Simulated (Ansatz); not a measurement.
Relaxation of CH$_{5}$GaOSi (9 atoms, charge 0, multiplicity 1), to a largest force component of 0.02 eV/Å in at most 50 steps.

The calculation used Ansatz 0.2.0, RKS CAM-B3LYP/def2-SVP.

```xyz
9
Properties=species:S:1:pos:R:3
O 1.114 -1.279 -0.219
C 0.322 -0.366 -0.068
Si 0.708 1.386 -0.774
Ga -1.183 -1.338 1.007
H -0.319 1.614 -1.793
H 0.553 2.297 0.362
H 2.059 1.378 -1.321
H 1.408 -2.217 -0.104
H -2.605 -0.861 1.662
```

Where does it end, and by what steps?

The forces met the threshold. After 22 steps the energy has fallen by 2.750 eV; H5 moved furthest, 1.35 Å. Joined: Si3–Ga4.

```
step  energy less start (eV)  largest force component (eV/Å)  accepted
   0                  0.0000                           6.422       yes
   1                 -0.9220                           3.835       yes
   2                 -1.6886                           1.688       yes
   3                 -1.9787                           1.497       yes
   4                 -2.1926                           0.948       yes
   5                 -2.3330                           0.679       yes
   6                 -2.4188                           0.484       yes
   7                 -2.4013                           1.033        no
   8                 -2.4692                           0.276       yes
   9                 -2.4956                           0.225       yes
  10                 -2.5294                           0.230       yes
  11                 -2.5709                           0.304       yes
  12                 -2.6147                           0.423       yes
  13                 -2.6659                           0.461       yes
  14                 -2.6980                           0.313       yes
  15                 -2.7292                           0.226       yes
  16                 -2.7413                           0.100       yes
  17                 -2.7445                           0.072       yes
  18                 -2.7469                           0.075       yes
  19                 -2.7496                           0.093       yes
  20                 -2.7502                           0.061       yes
  21                 -2.7500                           0.039        no
  22                 -2.7503                           0.015       yes
```

```xyz
9
Properties=species:S:1:pos:R:3
O 1.693 -1.293 0.187
C 0.568 -0.534 0.135
Si 0.599 1.136 -0.662
Ga -1.251 -0.868 0.055
H -0.883 1.446 -0.581
H 1.360 2.160 0.115
H 1.011 1.267 -2.091
H 1.586 -1.992 0.844
H -2.626 -0.709 0.749
```

Whether the end is a true minimum wasn't checked by a vibrational analysis.

Time of the run: 89 s on 2 threads of Arm Neoverse V1, with other jobs on the host, peak memory 0.28 GiB.
